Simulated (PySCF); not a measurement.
trisilylphosphine (H₉PSi₃), singlet, at a GFN2-xTB geometry; MP2/STO-3G run with PySCF.

Here is a job for PySCF.
```python
from pyscf import gto, scf, mp

mol = gto.M(
    atom='''
Si   -0.731504    1.823058   -0.407917
P     0.188212   -0.173504   -0.737277
Si    1.864737   -0.162405    0.722091
Si   -1.275283   -1.529703    0.242275
H     0.236601    2.814525   -0.869990
H    -1.054774    2.071249    1.000379
H    -1.955103    1.860164   -1.204897
H     2.822957    0.836621    0.255715
H     2.443405   -1.503574    0.709543
H     1.428875    0.171890    2.081382
H    -0.684659   -2.865665    0.231555
H    -2.496811   -1.479831   -0.557180
H    -1.574971   -1.136111    1.622375
''',
    basis='sto-3g',
    charge=0,
    spin=0,
    verbose=4,
)

mf = scf.RHF(mol)
mf.kernel()

pt = mp.MP2(mf, frozen=20)
pt.kernel()
print('E(MP2) = %.10f' % pt.e_tot)
mf.analyze()
```

Output, abridged:

```
PySCF version 2.14.0

[INPUT] verbose = 4
[INPUT] num. atoms = 13
[INPUT] num. electrons = 66
[INPUT] charge = 0
[INPUT] spin (= nelec alpha-beta = 2S) = 0
[INPUT] symmetry False subgroup None
[INPUT] Mole.unit = angstrom
[INPUT] Symbol           X                Y                Z      unit          X                Y                Z       unit  Magmom
[INPUT]  1 Si    -0.731504000000   1.823058000000  -0.407917000000 AA   -1.382342219024   3.445080329197  -0.770851411554 Bohr   0.0
[INPUT]  2 P      0.188212000000  -0.173504000000  -0.737277000000 AA    0.355669133357  -0.327875041517  -1.393251607941 Bohr   0.0
[INPUT]  3 Si     1.864737000000  -0.162405000000   0.722091000000 AA    3.523842224343  -0.306900971260   1.364554227013 Bohr   0.0
[INPUT]  4 Si    -1.275283000000  -1.529703000000   0.242275000000 AA   -2.409935601314  -2.890719721926   0.457833396829 Bohr   0.0
[INPUT]  5 H      0.236601000000   2.814525000000  -0.869990000000 AA    0.447111090798   5.318681420741  -1.644042831110 Bohr   0.0
[INPUT]  6 H     -1.054774000000   2.071249000000   1.000379000000 AA   -1.993233983312   3.914093345779   1.890442330766 Bohr   0.0
[INPUT]  7 H     -1.955103000000   1.860164000000  -1.204897000000 AA   -3.694609215316   3.515200506775  -2.276925338310 Bohr   0.0
[INPUT]  8 H      2.822957000000   0.836621000000   0.255715000000 AA    5.334615591424   1.580984560060   0.483231315943 Bohr   0.0
[INPUT]  9 H      2.443405000000  -1.503574000000   0.709543000000 AA    4.617366261393  -2.841343068017   1.340841943602 Bohr   0.0
[INPUT] 10 H      1.428875000000   0.171890000000   2.081382000000 AA    2.700182416238   0.324825023551   3.933241940599 Bohr   0.0
[INPUT] 11 H     -0.684659000000  -2.865665000000   0.231555000000 AA   -1.293817998719  -5.415322014752   0.437575532774 Bohr   0.0
[INPUT] 12 H     -2.496811000000  -1.479831000000  -0.557180000000 AA   -4.718288974801  -2.796475300641  -1.052917602085 Bohr   0.0
[INPUT] 13 H     -1.574971000000  -1.136111000000   1.622375000000 AA   -2.976263844132  -2.146938637106   3.065844421341 Bohr   0.0

nuclear repulsion = 347.6883644485
number of shells = 29
number of NR pGTOs = 135
number of NR cGTOs = 45
basis = sto-3g
ecp = {}

******** <class 'pyscf.scf.hf.RHF'> ********
method = RHF
initial guess = minao
damping factor = 0
level_shift factor = 0
DIIS = <class 'pyscf.scf.diis.CDIIS'>
diis_start_cycle = 1
diis_space = 8
diis_damp = 0
SCF conv_tol = 1e-09
SCF conv_tol_grad = None
SCF max_cycles = 50
direct_scf = True
direct_scf_tol = 1e-13
Set gradient conv threshold to 3.16228e-05
Initial guess from minao.
init E= -1198.04462488153
  HOMO = -0.256672475102407  LUMO = 0.228583746881996  gap/eV = 13.20449
cycle= 1 E= -1198.97262785541  delta_E= -0.928  |g|= 0.228  |ddm|= 3.78
  HOMO = -0.174551633731724  LUMO = 0.423649078875181  gap/eV = 16.27787
cycle= 2 E= -1198.99957403242  delta_E= -0.0269  |g|= 0.0653  |ddm|= 0.541
  HOMO = -0.226030343010326  LUMO = 0.400808148333202  gap/eV = 17.05714
cycle= 3 E= -1199.00144104393  delta_E= -0.00187  |g|= 0.0142  |ddm|= 0.139
  HOMO = -0.224690861453767  LUMO = 0.402421501059158  gap/eV = 17.06460
cycle= 4 E= -1199.0015885514  delta_E= -0.000148  |g|= 0.00151  |ddm|= 0.0442
  HOMO = -0.224862401595238  LUMO = 0.402217704939732  gap/eV = 17.06372
cycle= 5 E= -1199.00159110983  delta_E= -2.56e-06  |g|= 0.000358  |ddm|= 0.00704
  HOMO = -0.224965020726482  LUMO = 0.402177525098034  gap/eV = 17.06542
cycle= 6 E= -1199.00159126945  delta_E= -1.6e-07  |g|= 3.5e-05  |ddm|= 0.0022
  HOMO = -0.224952084330089  LUMO = 0.402185687288024  gap/eV = 17.06529
cycle= 7 E= -1199.00159127068  delta_E= -1.23e-09  |g|= 4.08e-06  |ddm|= 0.000181
  HOMO = -0.224952511923444  LUMO = 0.402185107760888  gap/eV = 17.06528
cycle= 8 E= -1199.00159127069  delta_E= -1.77e-11  |g|= 4.11e-07  |ddm|= 1.72e-05
  HOMO = -0.224952378721979  LUMO = 0.402185305808774  gap/eV = 17.06529
Extra cycle  E= -1199.0015912707  delta_E= -4.55e-12  |g|= 1.08e-07  |ddm|= 9.81e-07
converged SCF energy = -1199.0015912707

******** <class 'pyscf.mp.mp2.RMP2'> ********
nocc = 13, nmo = 25
frozen orbitals 20
E(RMP2) = -1199.15236818943  E_corr = -0.150776918732256
E(SCS-RMP2) = -1199.17469374804  E_corr = -0.173102477342164
E_corr(same-spin) = -0.0090344136190889
E_corr(oppo-spin) = -0.141742505113167
E(MP2) = -1199.1523681894
**** SCF Summaries ****
Total Energy =                       -1199.001591270698782
Nuclear Repulsion Energy =             347.688364448499897
One-electron Energy =                -2363.930027384534242
Two-electron Energy =                  817.240071665335563
Two-electron Coulomb Energy =          904.678310861640057
DFT Exchange-Correlation Energy =      -87.438239196304494
HOMO-LUMO gap [eV] =                    17.065285621455303
**** MO energy ****
MO #1   energy= -78.8339741157229  occ= 2
MO #2   energy= -67.961400156342   occ= 2
MO #3   energy= -67.9614001393273  occ= 2
MO #4   energy= -67.9613912642629  occ= 2
MO #5   energy= -7.16947449794525  occ= 2
MO #6   energy= -5.95032917978234  occ= 2
MO #7   energy= -5.95032916600625  occ= 2
MO #8   energy= -5.95005887377008  occ= 2
MO #9   energy= -4.99264520588927  occ= 2
MO #10  energy= -4.99264520451657  occ= 2
MO #11  energy= -4.98985479302331  occ= 2
MO #12  energy= -3.97622096520364  occ= 2
MO #13  energy= -3.97622095171612  occ= 2
MO #14  energy= -3.97571902964229  occ= 2
MO #15  energy= -3.97549856955505  occ= 2
MO #16  energy= -3.97494283330112  occ= 2
MO #17  energy= -3.97494282692168  occ= 2
MO #18  energy= -3.97443185656144  occ= 2
MO #19  energy= -3.97440805170922  occ= 2
MO #20  energy= -3.97440804276912  occ= 2
MO #21  energy= -0.806180538000908 occ= 2
MO #22  energy= -0.68163575981995  occ= 2
MO #23  energy= -0.681635735106693 occ= 2
MO #24  energy= -0.593701453828634 occ= 2
MO #25  energy= -0.449537543237073 occ= 2
MO #26  energy= -0.445460203397984 occ= 2
MO #27  energy= -0.44546011149153  occ= 2
MO #28  energy= -0.426830187700166 occ= 2
MO #29  energy= -0.42682999146412  occ= 2
MO #30  energy= -0.422942131378437 occ= 2
MO #31  energy= -0.314740099934233 occ= 2
MO #32  energy= -0.314740014480951 occ= 2
MO #33  energy= -0.224952378721979 occ= 2
MO #34  energy= 0.402185305808774  occ= 0
MO #35  energy= 0.414486664700705  occ= 0
MO #36  energy= 0.414486746268161  occ= 0
MO #37  energy= 0.53027362638598   occ= 0
MO #38  energy= 0.533881370109909  occ= 0
MO #39  energy= 0.533881912054112  occ= 0
MO #40  energy= 0.539177010166494  occ= 0
MO #41  energy= 0.539177122328435  occ= 0
 ** Mulliken pop on meta-lowdin orthogonal AOs  **
 ** Mulliken pop  **
 ** Mulliken atomic charges  **
charge of    0Si =      0.45253
charge of    1P =     -0.10007
charge of    2Si =      0.45253
charge of    3Si =      0.45253
charge of    4H =     -0.13779
charge of    5H =     -0.14359
charge of    6H =     -0.13779
charge of    7H =     -0.13779
charge of    8H =     -0.13779
charge of    9H =     -0.14359
charge of   10H =     -0.13779
charge of   11H =     -0.13779
charge of   12H =     -0.14359
Dipole moment(X, Y, Z, Debye): -0.19044,  0.17556,  0.74600
```
